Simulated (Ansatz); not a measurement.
System: CH$_{5}$BNO$_{2}$, charge 0, multiplicity 2. It need not be the lowest isomer of its formula. SMILES: OB([N]C)O
Coordinates optimised at B3LYP-D3(BJ)/def2-TZVP (Ansatz, a program for electronic structure):
```
N
C 1 1.4236
H 2 1.0915 1 112.00
H 2 1.0997 3 109.63 1 -123.79
H 2 1.1017 3 108.06 4 -114.32
B 1 1.4448 2 121.05 3 -167.36
O 6 1.3681 1 119.89 2 51.51
H 7 0.9635 6 112.61 1 171.95
O 6 1.3732 7 119.39 8 -5.15
H 9 0.9625 6 112.52 7 174.75
```
Charge 0, spin multiplicity 2.

Wanted: atomisation energy (electronic, to ground-state atoms), in kcal/mol. Cores are frozen in the correlated levels unless marked. Open shells are spin-unrestricted. No spin-orbit coupling. Non-relativistic unless marked X2C. The coupled-cluster limit lacks core correlation, which all-electron functionals hold. CBS(X,Y): correlation extrapolated as X^-3; Hartree-Fock from the larger set.

```tsv
level	program	atomisation energy (kcal/mol)
revPBE-D3(BJ)/def2-TZVPD	Ansatz + dftd3	956.9
revPBE/def2-TZVPD	Ansatz	947.4
B3LYP-D4/def2-TZVPD	Ansatz + dftd4	[?]
PBE0/STO-3G	Ansatz	1051.2
CAM-B3LYP/def2-TZVPD	Ansatz	967.3
B2GP-PLYP-D3(BJ)/def2-TZVPD	Ansatz + dftd3	949.4
X2C-CCSD(T)/cc-pVTZ-DK	Ansatz	[?]
CCSD(T)/CBS(cc-pVTZ,cc-pVQZ)	Ansatz	958.4
```

**Question.** Some entries are withheld; supply them.

**Answer.** 
- B3LYP-D4/def2-TZVPD, atomisation energy (kcal/mol): 964.3
- X2C-CCSD(T)/cc-pVTZ-DK, atomisation energy (kcal/mol): 930.9
